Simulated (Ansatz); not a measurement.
Breaking a bond: SiB (cation, charge +1), lowest triplet found (which spin is the ground state isn't settled by this scan).

- UKS-PBE = unrestricted PBE/aug-cc-pVDZ (Ansatz, a first-principles code)
- UKS-CAM-B3LYP = unrestricted CAM-B3LYP/aug-cc-pVDZ in Ansatz
- FCI = full CI/aug-cc-pVDZ, frozen core run with Ansatz

Energies relative to the lowest point of each curve between 2.04 and 2.64 Å, where full CI is lowest, in kcal/mol; the last columns give the error against full CI:

```
R / Å  UKS-PBE  UKS-CAM-B3LYP   FCI  UKS-PBE − FCI  UKS-CAM-B3LYP − FCI
-----  -------  -------------  ----  -------------  -------------------
2.04       0.4            0.4   1.2           -0.8                 -0.8
2.10       0.0            0.0   0.1           -0.1                 -0.1
2.22       0.2            1.2   0.0            0.2                  1.2
2.30       1.5            2.8   0.9            0.5                  1.9
2.44       4.7            6.3   3.5            1.2                  2.8
2.64      10.1           11.4   7.9            2.2                  3.5
2.87      16.1           16.8  13.2            3.0                  3.7
3.15      22.3           22.5  19.2            3.2                  3.4
3.46      27.6           27.8  25.1            2.5                  2.7
3.81      31.8           32.7  31.0            0.8                  1.7
4.26      35.1           37.4  37.2           -2.1                  0.2
4.85      37.1           41.6  43.3           -6.2                 -1.7
5.62      37.4           44.4  48.0          -10.5                 -3.6
6.69      36.4           45.6  50.7          -14.3                 -5.1
```

UKS-PBE is furthest from FCI at 6.69 (-14.3 kcal/mol, below); its mean absolute error over the points is 3.4 kcal/mol.

UKS-CAM-B3LYP is furthest from FCI at 6.69 (-5.1 kcal/mol, below); its mean absolute error over the points is 2.3 kcal/mol.

The scan ran from 1.41 to 6.69 Å; beyond the distances shown full CI changes its symmetry label.
